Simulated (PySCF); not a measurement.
Input file for PySCF: R-HF/STO-3G on BHI2O (SMILES OB(I)I), a point of a torsion scan.

```python
from pyscf import gto, scf, dft, mp
from pyscf.data.elements import chemcore

mol = gto.M(
    atom='''
    O    -0.72327827   -0.79691536   -0.27049732
    B     0.23205770    0.09240854   -0.10794233
    I     2.19157818   -0.49203206   -0.65558156
    I    -0.12137328    1.99590000    0.79336392
    H    -1.52319617   -0.86488950    0.24992350
    ''',
    basis='sto-3g',
    charge=0, spin=0, verbose=3, max_memory=1800)
mf = scf.RHF(mol)
mf.conv_tol = 1e-8
mf.max_cycle = 100
mf.kernel()
if not mf.converged:
    mf = mf.newton().run(mf.mo_coeff, mf.mo_occ)
```

It printed:

```
converged SCF energy = -13800.2896715897
```

Self-consistency was reached.

Cost: around 1.9 core-seconds (rough).
